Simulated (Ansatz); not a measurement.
Total energies of the cluster B2P2⁺ from Ansatz at PBE-D4/def2-TZVP, gas phase (1 Eh = 27.2114 eV = 2625.5 kJ/mol). The reference geometry is relaxed at PBE-D4/def2-TZVP.

```xyz
4

B    -0.219   -0.821   -0.130
B     0.217    0.822    0.129
P     0.454    0.127   -1.568
P    -0.453   -0.127    1.569
```

```csv
state,geometry,energy (Eh)
charge 1 doublet,reference,-731.64921
charge 0 triplet,reference,-731.96998
charge 1 quartet,relaxed at PBE-D4/def2-TZVP,-731.60686
```

(1) Work out the vertical electron affinity, to the triplet.

(2) Which of the charge 1 states is lowest, and how far above it are the others?

(1) E(charge 1 doublet) − E(charge 0 triplet) = -731.64921 − (-731.96998) = 0.32077 Eh = 8.73 eV.

(2) The doublet. quartet: -731.60686 − (-731.64921) = 0.04235 Eh = 111.2 kJ/mol.

At PBE-D4/def2-TZVP the gap within one spin of the charge 1 doublet nearly closes, so an electron or hole may be smeared out by delocalisation error. 

The structure comes from a short search, and lower isomers may exist.
